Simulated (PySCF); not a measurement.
C₃H₃BFNO, SMILES N#C[C@@H]1COB1F. Atoms are numbered in the order given.

```xyz
10

N      2.7495    -0.2764    -0.1699
C      1.6610    -0.2419     0.2279
C      0.2909    -0.2049     0.6973
C     -0.6641    -1.3424     0.2314
O     -1.5941    -0.4315    -0.4332
B     -0.8059     0.6267    -0.1264
F     -1.0060     1.8826    -0.4430
H      0.2577    -0.0255     1.7835
H     -0.2254    -2.0437    -0.4918
H     -1.1687    -1.8850     1.0432
```

Geometry: B3LYP-D3(BJ)/def2-SVP. The structure was generated by enumeration; whether it is a known compound was not checked.

Two levels are set side by side: PBE/pcSseg-1 (PySCF) and HF/pcSseg-1 (PySCF). GIAO shifts against BF3 (¹¹B), CFCl3 (¹⁹F), H2O (¹⁷O), NH3 (¹⁵N), TMS (¹H), TMS (¹³C) at the same level; non-relativistic, no solvent, atoms listed together averaged. Differences are taken from unrounded values.

| quantity | PBE |
|---|---|
| δ(¹⁵N) of N1 (ppm) | 309.4 |
| δ(¹³C) of C2 (ppm) | 117.4 |
| δ(¹³C) of C3 (ppm) | 21.9 |
| δ(¹³C) of C4 (ppm) | 73.7 |
| δ(¹⁷O) of O5 (ppm) | 232.4 |
| δ(¹¹B) of B6 (ppm) | 13.4 |
| δ(¹⁹F) of F7 (ppm) | -98.2 |
| δ(¹H) of H8 (ppm) | 3.07 |
| δ(¹H) of H9, H10 (ppm) | 4.67 |

Q: These are the PBE values. What does HF give? (The exact figures need the calculation; the answer reports its results.)

A: 
```json
[
 {"quantity": "δ(¹⁵N) of N1 (ppm)", "HF": "321.1", "PBE minus HF": "-11.7"},
 {"quantity": "δ(¹³C) of C2 (ppm)", "HF": "127.1", "PBE minus HF": "-9.7"},
 {"quantity": "δ(¹³C) of C3 (ppm)", "HF": "15.0", "PBE minus HF": "6.9"},
 {"quantity": "δ(¹³C) of C4 (ppm)", "HF": "63.5", "PBE minus HF": "10.1"},
 {"quantity": "δ(¹⁷O) of O5 (ppm)", "HF": "163.3", "PBE minus HF": "69.2"},
 {"quantity": "δ(¹¹B) of B6 (ppm)", "HF": "16.2", "PBE minus HF": "-2.7"},
 {"quantity": "δ(¹⁹F) of F7 (ppm)", "HF": "-57.2", "PBE minus HF": "-41.0"},
 {"quantity": "δ(¹H) of H8 (ppm)", "HF": "2.75", "PBE minus HF": "0.32"},
 {"quantity": "δ(¹H) of H9, H10 (ppm)", "HF": "4.54", "PBE minus HF": "0.13"}
]
```

Rough cost on one machine, each run with all the roots and properties that it gave: HF against PBE within a factor of 2.
